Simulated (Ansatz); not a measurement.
Basis sets compared for cyclo-(Cl2GeS)4 (Ge₄S₄Cl₈). Charge 0, multiplicity 1. Geometry PBE-D4/def2-SVP. Ansatz on 2 threads of AMD EPYC 7R13 on a shared host and a share (18 GiB) of an NVIDIA H100 80GB HBM3; times are rough, and most runs start from earlier orbitals.

| atom | x (Å) | y (Å) | z (Å) |
| --- | --- | --- | --- |
| Ge1 | 1.715 | -1.477 | -1.134 |
| Cl2 | 2.759 | -2.897 | -2.378 |
| Cl3 | 2.136 | -1.926 | 0.936 |
| S4 | 2.614 | 0.474 | -1.769 |
| Ge5 | 1.516 | 1.967 | -0.511 |
| Cl6 | 2.375 | 3.837 | -1.157 |
| Cl7 | 1.919 | 1.709 | 1.595 |
| S8 | -0.672 | 2.041 | -0.984 |
| Ge9 | -1.682 | 1.513 | 0.942 |
| Cl10 | -1.379 | 2.985 | 2.488 |
| Cl11 | -3.758 | 1.545 | 0.355 |
| S12 | -1.088 | -0.408 | 1.923 |
| Ge13 | -1.478 | -1.930 | 0.329 |
| Cl14 | -0.962 | -3.799 | 1.272 |
| Cl15 | -3.550 | -2.008 | -0.266 |
| S16 | -0.462 | -1.625 | -1.641 |

The 6-31G sets use Cartesian d functions. Single mean-field runs in def2-TZVP are fitted with def2-universal-jkfit.

Binding counts from free atoms (Ge triplet, Cl doublet, S triplet) in the same basis, without a counterpoise term.

| level | functions | energy (Eh) | HOMO (eV) | LUMO (eV) | binding per atom (eV) | wall time |
| --- | --- | --- | --- | --- | --- | --- |
| HF/STO-3G | 180 | -13417.1359 | -9.44 | 4.14 | 2.95 | 15 s |
| HF/6-31G | 272 | -13566.2058 | -12.17 | -0.64 | 1.39 | 31 s |
| PBE-D4/def2-SVP | 344 | -13576.9024 | -7.01 | -3.52 | 3.33 | 12 s |
| PBE0-D4/def2-SVP | 344 | -13577.5407 | -8.36 | -2.75 | 3.23 | 13 s |

Task: Estimate the rows for PBE-D4/def2-TZVP, PBE0-D4/def2-TZVP.

Result: 
| level | functions | energy (Eh) | HOMO (eV) | LUMO (eV) | binding per atom (eV) | wall time |
| --- | --- | --- | --- | --- | --- | --- |
| PBE-D4/def2-TZVP | 636 | -13579.7877 | -7.11 | -3.67 | 3.33 | 17 s |
| PBE0-D4/def2-TZVP | 636 | -13580.4092 | -8.37 | -2.83 | 3.26 | 21 s |
